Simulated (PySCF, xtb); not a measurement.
hydrogen iodide (HI), SMILES I.

xtb with GFN2-xTB at its own geometry gives an orbital gap of 6.43 eV and a dipole moment of 2.48 D.

Geometry: PBE0-D3(BJ)/def2-TZVPD. The def2 effective core potentials stand for the cores of I; spin–orbit coupling is left out.

Problem. What does r2SCAN/def2-TZVPD (PySCF) give? (An estimate is asked for; the answer gives what the named calculation found.)

Solution. gap 5.63 eV (levels -7.08 and -1.45 eV), dipole 0.47 D.
